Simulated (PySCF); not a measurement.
# Input and output

[Eu(H2O)]2+ (singlet in the valence; each metal's 4f electrons, 7 of them, lie in its core potential, out of spins and levels). PySCF 2.14.0, RHF HF, Eu lcecp-0-SVP with ECP53, O def2-SVP, H def2-SVP; non-relativistic Hamiltonian with scalar-relativistic core potentials where named; density fitting; no spin-orbit coupling. Purpose: level HF.

```python
mol = gto.M(atom='''
Eu     0.00000    -0.00000    -0.12848
O     -0.00000     0.00000     2.29641
H      0.76595    -0.00000     2.90223
H     -0.76595     0.00000     2.90223''',
    basis={'Eu': 'lcecp-0-SVP', 'O': 'def2-SVP', 'H': 'def2-SVP'},
    ecp={'Eu': 'lcecp-0-SVP'},
    charge=2, spin=0)
mf = scf.RHF(mol)
mf = mf.density_fit()  # fitting sets: Eu AutoAux, O def2-universal-JKFIT, H def2-universal-JKFIT
mf.conv_tol = 1e-08; mf.max_cycle = 55
mf.kernel(dm0)  # dm0: converged density of the relaxed state
mf.nuc_grad_method().kernel()
```

Run from Python with OMP_NUM_THREADS=2; the lines above give its settings. Where DIIS fails, smearing, a level shift and second-order steps follow.
It took 1 s on 2 threads of AMD EPYC 7R43 64-Core Processor (Zen 3), on a shared host, from an already converged density.

The 4f levels lie in the core potential and are missing.

Task: What are the Mulliken charges and spins?

Result: 
```
atom  charge (e)  spin (e)
 Eu1       1.849     0.000
  O2      -0.452     0.000
  H3       0.301     0.000
  H4       0.301     0.000
```
The spin of the 4f electrons in the core isn't counted.

Task: What forces act on the atoms (eV/Å)?

Result: 
```
Eu   0.00  0.00 -0.39
O    0.00  0.00  1.50
H   -0.71  0.00 -0.55
H    0.71  0.00 -0.55
```


The geometry was relaxed with PBE0 (Eu lcecp-0-SVP with ECP53, O def2-SVP, H def2-SVP).

An lcecp potential fixes the number of 4f electrons, so in runs with it no electron can move into or out of that shell.
